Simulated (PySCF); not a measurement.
A species of formula C5H14NPSi has this rotational fingerprint, computed with PBE0/pcSseg-1 in PySCF (dipole) on a GFN2-xTB geometry, gas phase:

| Property | Result |
| --- | --- |
| Rotational constants | A = 2588, B = 724.5, C = 674.6 MHz |
| Dipole components | \|μa\| = 1.80 D, \|μb\| = 0.01 D, \|μc\| = 0.39 D |
| Inertial defect | -143.64 u·Å² |
| κ | -0.95 |

**Question.** Which candidate fits, each taken in the one conformer that was computed?
A. `[CH2:1]=[CH:2][P@@:3]([CH3:4])([CH2:5][CH3:6])=[N:7][SiH3:8]` with C1–C2–P3–C4 150°, C2–P3–C5–C6 -55°
B. `[CH3:1][N:2]([SiH2:3][PH2:4])[CH:5]1[CH2:6][CH2:7][CH2:8]1` with C1–N2–Si3–P4 16°, N2–Si3–P4–H 180° and -87°, C1–N2–C5–C6 -174°, N2–C5–C6–C7 -135°, C5–C6–C7–C8 14°, C6–C7–C8–C5 -14°, N2–C5–C8–C7 137°
C. `[CH3:1][C:2]([CH3:3])([CH3:4])/[CH:5]=[N:6]\[SiH2:7][PH2:8]` with C5–N6–Si7–P8 92°, N6–Si7–P8–H 152° and 59°

**Answer.** C. It is CC(C)(C)/C=N\[SiH2]P, a near-prolate asymmetric top, point group C1. The candidates at the same level (rigid rotor, commonest isotopes):

```
                 SMILES  A (MHz)  B (MHz)  C (MHz)  μa (D)  μb (D)  μc (D)  Δ (u·Å²)  point group                        rotor
C=C[P@@](C)(CC)=N[SiH3]     1983    955.5    823.2    3.73    0.90    1.79   -169.85           C1               asymmetric top
      CN([SiH2]P)C1CCC1     3204    726.2    650.3    1.32    0.27    0.69    -76.46           C1  near-prolate asymmetric top
   CC(C)(C)/C=N\[SiH2]P     2588    724.5    674.6    1.80    0.01    0.39   -143.64           C1  near-prolate asymmetric top
```

`C=C[P@@](C)(CC)=N[SiH3]` has B 32 % too high; `CN([SiH2]P)C1CCC1` has A 24 % too high. No structure here is proved a minimum.
